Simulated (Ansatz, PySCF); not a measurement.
Process, species as SMILES: [GeH3] (GeH3) -> [GeH3] (GeH3) as singlet, charge -1 (an electron is taken up)
Each molecule is optimised on its own at B3LYP-D3(BJ)/def2-TZVP (Ansatz, a quantum-chemistry and plane-wave program).

Property: adiabatic electron affinity (0 K, with B3LYP-D3(BJ) harmonic zero-point energies from PySCF), positive where the reaction releases energy, in eV. Cores are frozen in the correlated levels unless marked. UHF or UKS for open shells. Spin-orbit coupling is left out. The frozen core is the preceding noble-gas configuration, with the filled d and f shells of earlier blocks. No relativistic terms. FCI takes restricted orbitals. Anions need diffuse functions: aug- sets have them; def2-D sets add few; the other sets have none. CBS(X,Y): correlation extrapolated as X^-3; Hartree-Fock from the larger set.

| level | program | adiabatic electron affinity (eV) | minus last row |
|---|---|---|---|
| HF/aug-cc-pVQZ | Ansatz | 0.45 | -1.12 |
| PBE-D3(BJ)/def2-TZVPD | Ansatz + dftd3 | 1.56 | -0.01 |
| BP86-D4/def2-TZVPD | PySCF + dftd4 | 1.76 | 0.19 |
| BP86/def2-TZVPD | PySCF | 1.72 | 0.15 |
| PBE0/def2-SVP | Ansatz | 1.30 | -0.27 |
| HSE06-D3(BJ)/def2-TZVPD | Ansatz + dftd3 | 1.46 | -0.11 |
| HSE06-D4/def2-TZVPD | Ansatz + dftd4 | 1.48 | -0.09 |
| CAM-B3LYP-D3(BJ)/def2-TZVPD | Ansatz + dftd3 | 1.55 | -0.02 |
| B2GP-PLYP-D3(BJ)/def2-TZVPD | Ansatz + dftd3 | 1.40 | -0.17 |
| B2GP-PLYP/def2-TZVPD | Ansatz | 1.40 | -0.17 |
| MP2/aug-cc-pVDZ | Ansatz | 1.30 | -0.27 |
| MP2/def2-SVPD | Ansatz | 1.12 | -0.45 |
| SCS-MP2/6-31G | Ansatz | 0.75 | -0.82 |
| SCS-MP2/aug-cc-pVQZ | Ansatz | 1.46 | -0.11 |
| SCS-MP2/def2-QZVPPD | Ansatz | 1.42 | -0.15 |
| CCSD/6-31G | Ansatz | 0.79 | -0.78 |
| CCSD/aug-cc-pVTZ | Ansatz | 1.46 | -0.11 |
| CCSD/aug-cc-pVQZ | Ansatz | 1.47 | -0.10 |
| CCSD(T)/def2-QZVPPD | Ansatz | 1.52 | -0.05 |
| FCI/6-31G | Ansatz | 0.80 | -0.77 |
| CCSD(T)/CBS(aug-cc-pVTZ,aug-cc-pVQZ) | Ansatz | 1.57 | 0.00 |
